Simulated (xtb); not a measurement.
C₆H₁₃O₃, doublet, geometry from GFN2-xTB; GFN1-xTB in xtb.

Input for xtb:
```
$ xtb mol.xyz --gfn 1 --uhf 1 --opt --json

# file mol.xyz
22

C      3.95458458     0.54005173    -0.81426712
O      3.29792334    -0.57265350    -0.38070668
C      1.89713087    -0.51733289    -0.42104482
C      1.34177247     0.39623132     0.69245898
O     -0.03291691     0.64742175     0.57505320
C     -0.86611075    -0.41172288     0.99382332
C     -2.31785136     0.00564987     0.78912803
O     -2.69696075    -0.29665777    -0.53153265
C     -3.98335874     0.16411432    -0.85195788
H      5.02065834     0.43022957    -0.80922714
H      3.46792314     1.18958572    -1.52169950
H      1.54282694    -0.13816912    -1.38924016
H      1.55389367    -1.54621178    -0.28827200
H      1.58253291    -0.03664954     1.67449105
H      1.83172198     1.37115222     0.60795202
H     -0.68199352    -0.63029977     2.05681713
H     -0.68348550    -1.31910175     0.40591165
H     -2.40591963     1.08491275     0.97854974
H     -2.96680410    -0.53149007     1.49921393
H     -4.04986877     1.25548999    -0.76307065
H     -4.17069644    -0.12835266    -1.88287971
H     -4.74215675    -0.28792824    -0.19990064
```

It wrote (shortened):

```
   ID    Z sym.   atoms
    1    6 C      1, 3, 4, 6, 7, 9
    2    8 O      2, 5, 8
    3    1 H      10-22

           -------------------------------------------------
          |                Calculation Setup                |
           -------------------------------------------------

           -------------------------------------------------
          |                 G F N 1 - x T B                 |
           -------------------------------------------------

          ...................................................
          :                      SETUP                      :
          :.................................................:
          :  # basis functions                  62          :
          :  # atomic orbitals                  62          :
          :  # shells                           44          :
          :  # electrons                        55          :
          :  # halogen bonds                     0          :
          :  max. iterations                   250          :
          :  Hamiltonian                  GFN1-xTB          :
          :  restarted?                      false          :
          :  GBSA solvation                  false          :
          :  PC potential                    false          :
          :  electronic temp.          300.0000000     K    :
          :  accuracy                    1.0000000          :
          :  -> integral cutoff          0.2500000E+02      :
          :  -> integral neglect         0.1000000E-07      :
          :  -> SCF convergence          0.1000000E-05 Eh   :
          :  -> wf. convergence          0.2000000E-04 e    :
          :  Broyden damping             0.4000000          :
          :  net charge                          0          :
          :  unpaired electrons                  1          :
          ...................................................

 iter      E             dE          RMSdq      gap      omega  full diag
   1    -33.9003450 -0.339003E+02  0.738E+00    4.30       0.0  T
   2    -33.9864613 -0.861163E-01  0.443E+00    4.56       1.0  T
   3    -33.9877444 -0.128312E-02  0.916E-01    4.87       1.0  T
   4    -33.9898182 -0.207376E-02  0.705E-02    4.82       1.0  T
   5    -33.9899033 -0.851165E-04  0.161E-02    4.79       1.3  T
   6    -33.9899059 -0.259349E-05  0.153E-03    4.78      14.0  T
   7    -33.9899059 -0.250407E-07  0.331E-04    4.78      64.5  T
   8    -33.9899059 -0.863061E-09  0.729E-05    4.78     292.5  T
   9    -33.9899059 -0.565237E-10  0.993E-06    4.78    2146.9  T

   *** convergence criteria satisfied after 9 iterations ***

         :::::::::::::::::::::::::::::::::::::::::::::::::::::
         ::                     SUMMARY                     ::
         :::::::::::::::::::::::::::::::::::::::::::::::::::::
         :: total energy             -33.709232729634 Eh    ::
         :: gradient norm              0.018878421151 Eh/a0 ::
         :: HOMO-LUMO gap              4.781498197927 eV    ::
         ::.................................................::
         :: SCC energy               -33.989905944885 Eh    ::
         :: -> electrostatic           0.107704935854 Eh    ::
         :: repulsion energy           0.288281316390 Eh    ::
         :: dispersion energy         -0.007608101139 Eh    ::
         :: halogen bond corr.         0.000000000000 Eh    ::
         :: add. restraining           0.000000000000 Eh    ::
         :: total charge              -0.000000000000 e     ::
         :::::::::::::::::::::::::::::::::::::::::::::::::::::

      -----------------------------------------------------------
     |                   =====================                   |
     |                        A N C O P T                        |
     |                   =====================                   |
     |               Approximate Normal Coordinate               |
     |                Rational Function Optimizer                |
[...]
 * total energy  :   -33.7104776 Eh     change       -0.3788789E-04 Eh
 * total energy  :   -33.7105121 Eh     change       -0.3456896E-04 Eh
 * total energy  :   -33.7105384 Eh     change       -0.2629047E-04 Eh
 * total energy  :   -33.7105681 Eh     change       -0.2967978E-04 Eh
 * total energy  :   -33.7105793 Eh     change       -0.1117111E-04 Eh
 * total energy  :   -33.7105944 Eh     change       -0.1512232E-04 Eh
 * total energy  :   -33.7106199 Eh     change       -0.2546111E-04 Eh
 * total energy  :   -33.7106410 Eh     change       -0.2113724E-04 Eh
 * total energy  :   -33.7106532 Eh     change       -0.1224973E-04 Eh
 * total energy  :   -33.7106548 Eh     change       -0.1564013E-05 Eh
 * total energy  :   -33.7106635 Eh     change       -0.8697625E-05 Eh
 * total energy  :   -33.7106683 Eh     change       -0.4765356E-05 Eh
   *** GEOMETRY OPTIMIZATION CONVERGED AFTER 16 ITERATIONS ***
         :: total energy             -33.710668271815 Eh    ::
[...]
        39                         -0.0513472              -1.3972
       ...                                ...                  ...
        62                          0.4163930              11.3306
      -------------------------------------------------------------
                  HL-Gap            0.1796695 Eh            4.8891 eV
             Fermi-level           -0.3058541 Eh           -8.3227 eV

  Mulliken/CM5 charges         n(s)   n(p)   n(d)
     1C     0.09499  0.02026   1.016  2.889  0.000
     2O    -0.39758 -0.49571   1.686  4.711  0.000
     3C     0.17836  0.09988   1.002  2.819  0.000
     4C     0.18612  0.10828   1.000  2.814  0.000
     5O    -0.46997 -0.57165   1.684  4.786  0.000
     6C     0.19179  0.11387   0.997  2.811  0.000
     7C     0.19422  0.11648   0.996  2.810  0.000
     8O    -0.46655 -0.57289   1.683  4.783  0.000
     9C     0.17473  0.05403   0.969  2.856  0.000
    10H     0.02663  0.08717   0.973  0.000  0.000
    11H     0.01129  0.07075   0.989  0.000  0.000
    12H     0.03589  0.10053   0.964  0.000  0.000
    13H     0.03552  0.10054   0.964  0.000  0.000
    14H     0.02118  0.08481   0.979  0.000  0.000
    15H     0.03628  0.10294   0.964  0.000  0.000
    16H     0.01160  0.07348   0.988  0.000  0.000
    17H     0.03170  0.09873   0.968  0.000  0.000
    18H     0.03305  0.09963   0.967  0.000  0.000
    19H     0.00969  0.07143   0.990  0.000  0.000
    20H     0.01544  0.07370   0.985  0.000  0.000
    21H     0.03444  0.09444   0.966  0.000  0.000
    22H     0.01120  0.06929   0.989  0.000  0.000

Wiberg/Mayer (AO) data.
largest (>0.10) Wiberg bond orders for each atom

 ---------------------------------------------------------------------------
     #   Z sym  total        # sym  WBO       # sym  WBO       # sym  WBO
 ---------------------------------------------------------------------------
     1   6 C    3.212 --     2 O    1.172    10 H    0.986    11 H    0.984
     2   8 O    2.185 --     1 C    1.172     3 C    0.941
     3   6 C    3.908 --    13 H    0.973    12 H    0.969     4 C    0.968
                             2 O    0.941
     4   6 C    3.918 --    14 H    0.972    15 H    0.970     3 C    0.968
                             5 O    0.951
     5   8 O    2.014 --     4 C    0.951     6 C    0.939
     6   6 C    3.920 --     7 C    0.992    16 H    0.974    17 H    0.971
                             5 O    0.939
     7   6 C    3.924 --     6 C    0.992    19 H    0.974    18 H    0.970
                             8 O    0.947
     8   8 O    2.007 --     9 C    0.952     7 C    0.947
     9   6 C    3.921 --    21 H    0.983    22 H    0.982    20 H    0.981
                             8 O    0.952
    10   1 H    1.018 --     1 C    0.986
    11   1 H    1.008 --     1 C    0.984
    12   1 H    1.010 --     3 C    0.969
    13   1 H    1.017 --     3 C    0.973
    14   1 H    1.008 --     4 C    0.972
    15   1 H    1.024 --     4 C    0.970
    16   1 H    1.013 --     6 C    0.974
    17   1 H    1.016 --     6 C    0.971
    18   1 H    1.014 --     7 C    0.970
    19   1 H    1.013 --     7 C    0.974
    20   1 H    1.010 --     9 C    0.981
    21   1 H    1.017 --     9 C    0.983
    22   1 H    1.010 --     9 C    0.982
 ---------------------------------------------------------------------------

Topologies differ in total number of bonds
Writing topology from bond orders to xtbtopo.mol

 dipole moment from electron density (au)
     X       Y       Z
  -0.8162   0.1524   0.3817  total (Debye):    2.323

optimized geometry written to: xtbopt.xyz

           -------------------------------------------------
          | TOTAL ENERGY              -33.710668271815 Eh   |
          | GRADIENT NORM               0.000703592824 Eh/α |
          | HOMO-LUMO GAP               4.889055423470 eV   |
           -------------------------------------------------

normal termination of xtb
```
